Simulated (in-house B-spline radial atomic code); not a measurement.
Ionising the iron ion Fe⁴⁺ with different functionals

Computed with a B-spline radial code for spherical atoms: four-component Dirac-Coulomb Hamiltonian, Fermi nucleus of rms radius 3.7377 fm, spin-restricted, spherical fractional occupations for the functionals, and exact exchange of hybrids averaged over the configuration. The ionisation energy is the difference of two self-consistent energies, [Ar] 3d4 → [Ar] 3d3, without Breit or QED terms; ε is the level of the shell that loses the electron (mean over j). The electron is taken from both j subshells in proportion to 2j + 1, so the result is a j average, not the step between ground levels.

| method | rung | ΔSCF (eV) | -ε(3d) (eV) |
| --- | --- | --- | --- |
| B97-1 | global hybrid | 74.29 | 65.98 |
| PBE0 | global hybrid | 74.31 | 66.52 |
| B3LYP | global hybrid | 74.48 | 66.04 |
| LC-wPBE | range-separated hybrid | 74.45 | 68.94 |

Q: Among the functionals, which spreads more, the ΔSCF values or the orbital energies?

A: The orbital energies: ΔSCF values span about 0.19 eV and the orbital energies 2.96 eV; here energy differences depend much less on the functional than eigenvalues do.

Q: How do they compare with the NIST value?

A: NIST lists 75.0 eV ± 0.15 (semi-empirical, ground level to ground level). Errors run from -0.71 to -0.52 eV. The correlated functionals all miss on the same side by more than they spread, so the cause is common to them (Breit-QED terms, spin polarisation, the choice among j levels, multiplet and fine-structure energies, or a listed next ion that isn't the cheapest removal here) and closeness doesn't rank the functionals.
